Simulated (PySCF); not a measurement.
Species: (Et2Ga-mu-CCH)2, C12H22Ga2.
Bonds: Ga1–C2, Ga1–C4, Ga1–C6, Ga1–C13, C2–C3, C4–C5, C6–C7, C6–Ga8, Ga8–C9, Ga8–C11, Ga8–C13, C9–C10, C11–C12, C13–C14. Hydrogens: H15, H16 on C2; H17, H18, H19 on C3; H20, H21 on C4; H22, H23, H24 on C5; H25 on C7; H26, H27 on C9; H28, H29, H30 on C10; H31, H32 on C11; H33, H34, H35 on C12; H36 on C14.

A GFN2-xTB structure was refined with PBE0-D3(BJ)/def2-SVP geometry optimisation, gas phase in PySCF. Its GFN2-xTB values:

```json
{"coordinate": "Ga1–C2", "GFN2-xTB": "2.108 Å"}
{"coordinate": "Ga1–C6", "GFN2-xTB": "2.205 Å"}
{"coordinate": "Ga1–C13", "GFN2-xTB": "2.125 Å"}
{"coordinate": "C2–C3", "GFN2-xTB": "1.577 Å"}
{"coordinate": "C2–H15", "GFN2-xTB": "1.099 Å"}
{"coordinate": "C3–H17", "GFN2-xTB": "1.050 Å"}
{"coordinate": "C6–C7", "GFN2-xTB": "1.195 Å"}
{"coordinate": "C7–H25", "GFN2-xTB": "1.041 Å"}
{"coordinate": "Ga8–C13", "GFN2-xTB": "2.019 Å"}
{"coordinate": "Ga1–C2–C3", "GFN2-xTB": "112.2°"}
{"coordinate": "Ga1–C4–C5", "GFN2-xTB": "109.2°"}
{"coordinate": "C2–Ga1–C6", "GFN2-xTB": "99.8°"}
{"coordinate": "C2–Ga1–C13", "GFN2-xTB": "100.6°"}
{"coordinate": "C6–Ga1–C13", "GFN2-xTB": "90.9°"}
{"coordinate": "Ga8–C13–C14", "GFN2-xTB": "140.0°"}
{"coordinate": "C9–Ga8–C11", "GFN2-xTB": "124.1°"}
{"coordinate": "C9–Ga8–C13", "GFN2-xTB": "113.9°"}
{"coordinate": "Ga1–C6–Ga8–C9", "GFN2-xTB": "-119°"}
{"coordinate": "C2–Ga1–C4–C5", "GFN2-xTB": "-77°"}
{"coordinate": "C2–Ga1–C6–C7", "GFN2-xTB": "-83°"}
{"coordinate": "C2–Ga1–C13–Ga8", "GFN2-xTB": "-102°"}
```

Problem. How do these coordinates change at the PBE0-D3(BJ)/def2-SVP level?

Solution. 
```csv
coordinate,PBE0-D3(BJ)/def2-SVP (Å or °),change
Ga1–C2,1.977,-0.131
Ga8–C13,2.108,+0.089
Ga1–C6,2.120,-0.085
C2–C3,1.522,-0.055
C3–H17,1.101,+0.051
C7–H25,1.077,+0.036
C6–C7,1.228,+0.033
Ga1–C13,2.138,+0.013
C2–H15,1.104,+0.005
C2–Ga1–C6,106.9,+7.1
C2–Ga1–C13,106.3,+5.7
Ga1–C4–C5,113.6,+4.4
C9–Ga8–C13,109.6,-4.3
Ga8–C13–C14,143.4,+3.4
C9–Ga8–C11,127.4,+3.3
Ga1–C2–C3,115.4,+3.2
C6–Ga1–C13,94.1,+3.2
Ga1–C6–Ga8–C9,-110,+9
C2–Ga1–C6–C7,-75,+8
C2–Ga1–C4–C5,-71,+6
C2–Ga1–C13–Ga8,-107,-5
```

The energy falls by 135.5 kJ/mol over 9 energy and gradient evaluations, the largest force component goes from 0.0884 to 3.3e-04 Eh/bohr, and the atoms move by 0.135 Å rms after alignment. The bond that changes most is Ga1–C2 (ends: gallium bonded to 4 C; carbon bonded to C, Ga and 2 H), which shortens by 0.131 Å. Bonds longer at the end by more than 0.005 Å: 19 of 36; shorter: 15. Among the dihedrals that turn most is C2–Ga1–C13–C14, from 88° to 76°. Rotational constants go from 598.2, 364.0, 308.3 to 582.9, 376.8, 315.6 MHz.

The run used 342 basis functions and 66 SCF cycles in all.

No frequency check. The numbers are those of one conformer.
